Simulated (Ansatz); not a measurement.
Cost and result for the atomization energy of C$_{2}$H$_{6}$Ga, SMILES `[CH3][Ga][CH3]` radical (9 atoms, 8 bonds).

```
atom    x (Å)    y (Å)    z (Å)
  C1   0.4613   1.3393   0.9633
 Ga2   0.7579   0.2605  -0.6918
  C3  -0.4209  -1.3216  -1.0050
  H4  -0.5772   1.6846   0.9789
  H5   1.1245   2.1997   1.0397
  H6   0.6139   0.6938   1.8342
  H7  -1.4665  -1.0018  -0.9558
  H8  -0.2402  -1.8086  -1.9622
  H9  -0.2528  -2.0459  -0.2014
```

The species carries charge 0 and has multiplicity 2. Correlated methods include outer-core shells of Ga, which these sets cover unevenly. Scalar relativity is left out up to krypton. The structure was optimised at the PBE0-D4/def2-TZVP level. Program: Ansatz. All runs use 4 threads of an Arm Neoverse V1 on a shared host. Times are those of one run each, without the atoms' runs, and a repeat can differ threefold. Electronic energies, without spin–orbit coupling; frozen cores. CCSD(T)/CBS adds CCSD(T) − MP2 in def2-TZVPP to the MP2 limit, and its time is that of the two runs behind it. T1 = 0.013; ⟨S²⟩ of the reference is 0.76. With those shells the extrapolation isn't a true limit.

CCSD(T)/CBS is a level of theory with its own doubt, some kJ/mol a heavy atom from the limit and from the frozen cores, so smaller differences don't rank the functionals.

```tsv
level	functions	wall time
LDA (SPW92)/def2-TZVPP	194	1.1 s
revPBE-D4/def2-TZVPP	194	2.1 s
BHLYP-D4/def2-TZVPP	194	3.1 s
CAM-B3LYP-D4/def2-TZVPP	194	3.3 s
PBE-QIDH/def2-TZVPP	194	4.2 s
r2SCANh-D4/def2-TZVPP	194	5.5 s
CCSD(T)/def2-SVP	90	7 s
ωB97X-V/def2-TZVPP	194	8 s
B97M-V/def2-TZVPP	194	8.5 s
ωB97M-V/def2-TZVPP (with forces)	194	11 s
MP2/def2-QZVPP	383	22 s
CCSD(T)/def2-TZVPP	194	2.5 min
CCSD(T)/CBS(def2)	–	2.8 min
```

Task: What atomization energy does each give, and how far from CCSD(T)/CBS? (Estimate.)

Result: Computed: 
```csv
level,atomization (kJ/mol),difference from CCSD(T)/CBS,per bond
LDA (SPW92)/def2-TZVPP,3385.8,376.5,47.1
revPBE-D4/def2-TZVPP,2983.6,-25.7,-3.2
BHLYP-D4/def2-TZVPP,2950.7,-58.6,-7.3
CAM-B3LYP-D4/def2-TZVPP,3018.4,9.1,1.1
PBE-QIDH/def2-TZVPP,3009.8,0.5,0.1
r2SCANh-D4/def2-TZVPP,3019.1,9.8,1.2
CCSD(T)/def2-SVP,2877.0,-132.3,-16.5
ωB97X-V/def2-TZVPP,3010.5,1.2,0.2
B97M-V/def2-TZVPP,3011.8,2.5,0.3
ωB97M-V/def2-TZVPP (with forces),3009.0,-0.3,0.0
MP2/def2-QZVPP,3004.4,-4.9,-0.6
CCSD(T)/def2-TZVPP,2959.3,-50.0,-6.3
CCSD(T)/CBS(def2),3009.3,0.0,0.0
```

The D4 term adds +20.9 kJ/mol with B3LYP and +10.8 kJ/mol with PBE0; it sums over pairs of atoms, weighted by their polarisabilities, and B3LYP, whose exchange is more repulsive, gets the larger term. At CCSD(T), def2-SVP lies −132.3 kJ/mol from the extrapolated value and def2-TZVPP −50.1 kJ/mol: correlation converges slowly with the basis, and small sets miss more of it in the bonded molecule than in its fragments. In def2-TZVPP, CCSD(T) changes the Hartree–Fock value by +671.3 kJ/mol (the triples alone add +32.1 kJ/mol) and MP2 by +687.2 kJ/mol; breaking electron pairs costs correlation energy, which Hartree–Fock lacks.

B3LYP here is the variant with VWN-RPA as its local correlation; programs differ in this.
